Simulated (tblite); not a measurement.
Compound: C4H10OSSi.
Z-matrix (Å and degrees, GFN2-xTB geometry), rows numbered from 1:
```
C 
C   1  1.3227
C   2  1.4980  1  124.78
O   2  1.3591  1  123.48  3   179.72
Si  4  1.6108  2  135.55  1    -0.92
S   5  2.1442  4  111.49  2    59.66
C   6  1.8199  5   99.03  4   171.48
H   1  1.0733  2  121.04  3     0.32
H   1  1.0750  2  121.50  3   179.26
H   3  1.0892  2  109.69  1   121.24
H   3  1.0850  2  110.80  1     0.24
H   3  1.0889  2  109.64  1  -120.59
H   5  1.4523  4  100.37  2   176.26
H   5  1.4611  4  113.15  2   -61.07
H   7  1.0852  6  109.75  5    60.69
H   7  1.0846  6  106.96  5  -179.93
H   7  1.0853  6  109.60  5   -60.61
```

Computed values, GFN2-xTB/tblite, gas phase, harmonic and unscaled. The method is semi-empirical: single wavenumbers can be off by several per cent or more. Modes of hydrogen on silicon can be 10 to 20 % off. One conformer, not necessarily the lowest.

Harmonic wavenumbers (cm⁻¹): 28.7, 44.7, 56.1, 113.6, 117.8, 142.1, 161.7, 215.2, 355.6, 468.8, 478.0, 511.0, 525.5, 611.2, 707.5, 716.6, 729.1, 762.5, 785.1, 845.3, 934.4, 948.4, 960.1, 1003.0, 1037.8, 1080.6, 1255.6, 1323.5, 1383.2, 1400.7, 1456.1, 1458.6, 1460.7, 1472.9, 1723.0, 2261.0, 2350.9, 3011.3, 3024.7, 3033.1, 3036.3, 3062.2, 3066.1, 3126.5, 3165.3.

A = 4444, B = 856.8, C = 783.3 MHz; mass 134.022 u (most abundant isotopes); point group C1, symmetry number 1.

Task: Zero-point energy?

Result: Half the sum of the wavenumbers: 28206 cm⁻¹ = 80.64 kcal/mol.

Task: Give the ideal-gas entropy at 400 K and 1 bar in the rigid-rotor, harmonic-oscillator model (classical rotation).

Result: Translation 42.08, rotation 29.94, vibration 45.88: S = 117.9 cal/(mol K).

Task: And Cp and H(400 K) − H(0)?

Result: Cp = 46.92 cal/(mol K), of which vibrations give 38.97 (their classical limit is 45 R = 89.4); H(400 K) − H(0) = 11.79 kcal/mol without the zero-point energy, 8.61 from vibrations.

Task: Which modes carry the vibrational entropy at 400 K?

Result: 28.7 cm⁻¹: 6.50; 44.7 cm⁻¹: 5.62; 56.1 cm⁻¹: 5.17; 113.6 cm⁻¹: 3.78; 117.8 cm⁻¹: 3.71; 142.1 cm⁻¹: 3.34 cal/(mol K); the other 39 give 17.76 together.

Task: What must be added to the electronic energy to get the Gibbs energy at 400 K and 1 bar?

Result: ZPE + [H(400 K) − H(0)] − T·S = 80.64 + 11.79 − 47.16 = 45.27 kcal/mol.

Task: How do the functions run with temperature in this model?

Result: 
```json
{"T (K)": "50", "S (cal/(mol K))": "61.7", "Cp (cal/(mol K))": "16.0", "H − H(0) (kcal/mol)": "0.59", "G − H(0) (kcal/mol)": "-2.50", "ln q(vib)": "1.22"}
{"T (K)": "100", "S (cal/(mol K))": "74.6", "Cp (cal/(mol K))": "21.2", "H − H(0) (kcal/mol)": "1.53", "G − H(0) (kcal/mol)": "-5.93", "ln q(vib)": "3.14"}
{"T (K)": "298.15", "S (cal/(mol K))": "105.4", "Cp (cal/(mol K))": "38.6", "H − H(0) (kcal/mol)": "7.42", "G − H(0) (kcal/mol)": "-24.00", "ln q(vib)": "9.43"}
{"T (K)": "373.15", "S (cal/(mol K))": "114.7", "Cp (cal/(mol K))": "44.9", "H − H(0) (kcal/mol)": "10.55", "G − H(0) (kcal/mol)": "-32.25", "ln q(vib)": "11.53"}
{"T (K)": "500", "S (cal/(mol K))": "129.1", "Cp (cal/(mol K))": "53.7", "H − H(0) (kcal/mol)": "16.83", "G − H(0) (kcal/mol)": "-47.74", "ln q(vib)": "14.91"}
{"T (K)": "750", "S (cal/(mol K))": "153.4", "Cp (cal/(mol K))": "66.1", "H − H(0) (kcal/mol)": "31.92", "G − H(0) (kcal/mol)": "-83.16", "ln q(vib)": "21.04"}
{"T (K)": "1000", "S (cal/(mol K))": "173.7", "Cp (cal/(mol K))": "74.3", "H − H(0) (kcal/mol)": "49.54", "G − H(0) (kcal/mol)": "-124.12", "ln q(vib)": "26.55"}
```

q(vib) and H(0) count from the zero-point level.

Task: Blend soft modes into free rotors: weight 1/[1 + (100 cm⁻¹/ν̃)⁴] for the oscillator and the rest for a rotor with moment μB/(μ + B), μ = h/(8π²ν), B = 10⁻⁴⁴ kg m². What vibrational entropy results?

Result: 40.16 cal/(mol K) in place of 45.88, which changes −T·S at 400 K by +2.29 kcal/mol.

Hindered rotation and anharmonicity are outside this model. Other conformers, if any are populated, would add a mixing term that is left out. The structure is chiral; the term R ln 2 for an equal mix with its mirror image is left out.
